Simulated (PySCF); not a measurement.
Structure problem from calculated spectra and properties.

Elements present: B, C, H and O. Monoisotopic mass: 74.0539 u.

- NMR, other nuclei: isotropic shieldings of nuclei other than C and H, by class: 69 (1 B), 210 (2 O) ppm [GIAO PBE0/pcSseg-1]
- XPS: B1s 197.2, C1s 290.2, C1s 290.5, O1s 538.9 (×2) eV [ΔSCF SCAN, pcX-2 on the ionised atom, pcseg-1 elsewhere, spin-free X2C]
- 13C NMR: chemical shifts (computed TMS as zero) by class: 10.1 (1 C), 9.8 (1 C) ppm [GIAO PBE0/pcSseg-1]
- Polarisability: 47.5 au [wB97X-D/def2-SVPD]
- UV, strongest line: among the 10 lowest singlet transitions: S7 at 9.54 eV (130 nm, f = 0.071) [TDDFT wB97X-D/def2-SVPD]
- Valence photoelectron: vertical ionisation energy: 11.05 eV [ΔSCF wB97X-D/def2-SVPD]
- Rotational structure: rotational constants A, B, C: 8.501, 3.480, 2.619 GHz [PBE0-D3(BJ)/def2-SVP]
- Triplet: lowest triplet excitation (Tamm–Dancoff): 7.87 eV [TDA wB97X-D/def2-SVPD]

The electronic properties come from PySCF, for the isolated species, density fitting. Levels stand in brackets. Geometry: PBE0-D3(BJ)/def2-SVP, one conformer, isolated molecule. NMR classes are plain means over equivalent atoms (diastereotopic ones count apart unless rotation or inversion swaps them), as if these changed places fast.

**Question.** Which formula fits the mass and the elements?

**Answer.** C2H7BO2 (calculated 74.0539). No other formula that holds each of these elements comes within 0.0003 u with a fitting electron parity and a possible valence count.

**Question.** Propose a structure and show how it fits.

**Answer.** Numbering: `[CH3:1][CH2:2][B:3]([OH:4])[OH:5]`. 2 carbons fall into 2 classes; from least to most shielded: methyl carbon [C1] (10.1 ppm), sp3 carbon bound to boron [C2] (9.8 ppm). The other shieldings belong to: 69 ppm, three-coordinate boron [B3]; 210 ppm, boron-bound oxygen [O4/O5]. The core levels belong to: B1s 197.2 eV, three-coordinate boron [B3]; C1s 290.2 eV, sp3 carbon bound to boron [C2]; C1s 290.5 eV, methyl carbon [C1]; O1s 538.9 eV, boron-bound oxygen [O4/O5]. One atom of each topological class was ionised and stands for its class. The first electron is taken from the HOMO, whose largest Löwdin shares are 0.29 on the sp3 carbon bound to boron, 0.17 on the three-coordinate boron, 0.15 on the methyl carbon and 0.14 on a boron-bound oxygen. The optimised geometry has point group C1 and is an asymmetric top. Structure: ethylboronic acid (`CCB(O)O`). Computed isomers that give other values at the same levels: `COBOC` (core binding energies: B1s 197.0, C1s 292.5 (×2), O1s 538.5 (×2) eV). The assignments are read from this structure; whether some other isomer fits the data as well wasn't checked.

Conformer computed: `[CH3:1][CH2:2][B:3]([OH:4])[OH:5]`: C1–C2–B3–O4 -32°, H–O4–B3–C2 -178°, H–O5–B3–C2 -2°.
